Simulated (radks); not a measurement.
The numbers below are computed, except where a source is named.
Question: The table gives one normalised radial function P(r) = r R(r) (large component) of Ba in [Xe] 6s2 (r in bohr). Code: a radial shooting solver on a logarithmic mesh with Libxc functionals. Model: Dirac Kohn-Sham, PBE, spin-unpolarised, spherical densities, point nucleus.

| r | P |
|---|---|
| 0.001427 | 0.0000 |
| 0.001949 | 0.0000 |
| 0.002663 | 0.0001 |
| 0.003609 | 0.0001 |
| 0.004931 | 0.0003 |
| 0.006736 | 0.0008 |
| 0.00913 | 0.0018 |
| 0.01247 | 0.0043 |
| 0.01704 | 0.0100 |
| 0.02328 | 0.0227 |
| 0.03155 | 0.0484 |
| 0.0431 | 0.1000 |
| 0.05888 | 0.1927 |
| 0.08044 | 0.3382 |
| 0.109 | 0.5171 |
| 0.1489 | 0.6682 |
| 0.2035 | 0.6453 |
| 0.278 | 0.3036 |
| 0.3767 | -0.3201 |
| 0.5147 | -0.9723 |
| 0.7031 | -1.2364 |
| 0.9529 | -1.0037 |
| 1.302 | -0.5439 |
| 1.779 | -0.1926 |
| 2.43 | -0.0406 |
| 3.293 | -0.0047 |
| 4.499 | -0.0002 |
| 6.146 | 0.0000 |
| 8.396 | 0.0000 |
| 11.38 | 0.0000 |
| 15.55 | 0.0000 |

Which n and l does it have? It may be an empty orbital.

Answer: n = 4, l = 2: the number of nodes gives n - l - 1 = 1, the rise at small r points to l (this Dirac orbital starts as r^gamma with gamma = sqrt((l + 1)^2 - (Z/c)^2) = 2.97; the j = 5/2 orbital of l + 1 starts with the same power, but with a smaller coefficient, and then steepens), and the extent must fit the shell. The curve is that of 4d5/2; the two j differ most near the nucleus, where j = l - 1/2 has the larger amplitude, and in heavy atoms j = l - 1/2 is also the more compact. 4d5/2: eigenvalue -88.510 eV, 1 radial node at r = 0.326 bohr, <r> = 0.805 bohr, 90 % of the charge inside 1.21 bohr.
